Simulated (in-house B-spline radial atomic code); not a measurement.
Configurations of the chromium ion Cr³⁺, with energies counted from [Ar] 3d3. Computed with a B-spline radial code for spherical atoms: non-relativistic wB97X, spin-polarised, spherical fractional occupations, point nucleus. Shells without spins written out take the highest spin.

Caution: exact exchange at fractional occupations of open shells leaves self-interaction of up to several eV.

Occupations are held fixed; configurations that lie above the ionisation limit could autoionise.

| configuration | E - E(ref) (eV) | highest orbital | its <r> (bohr) |
| --- | --- | --- | --- |
| [Ar] 3d(2 up, 1 down) | 6.176 | 3d down | 1.122 |
| [Ar] 3d(1 up, 1 down) 4d(0 up, 1 down) | 35.371 | 4d down | 3.614 |
| [Ar] 3d2 4f1 | 37.812 | 4f up | 4.773 |
| [Ne] 3s2 3p5 3d3 4p1 | 67.717 | 4p up | 2.667 |
| [Ne] 3s2 3p5 3d3 4d1 | 77.069 | 4d up | 3.541 |
| [Ne] 3s2 3p5 3d3 4f1 | 82.994 | 4f up | 4.754 |

Order these further configurations by energy, lowest first.
A. [Ne] 3s2 3p5 3d3 4s1
B. [Ar] 3d2 4d1
C. [Ar] 3d(0 up, 2 down) 4s(0 up, 1 down)
D. [Ne] 3s2 3p(3 up, 2 down) 3d(4 up, 0 down)
E. [Ar] 3d2 4p1

C (13.948 eV), E (22.77 eV), B (31.996 eV), D (41.498 eV), A (58.821 eV).

How far above the reference does [Ne] 3s2 3p(2 up, 3 down) 3d(2 up, 1 down) 4f(0 up, 1 down) lie?

92.663 eV; its least bound orbital is 4f down with <r> = 4.778 bohr.
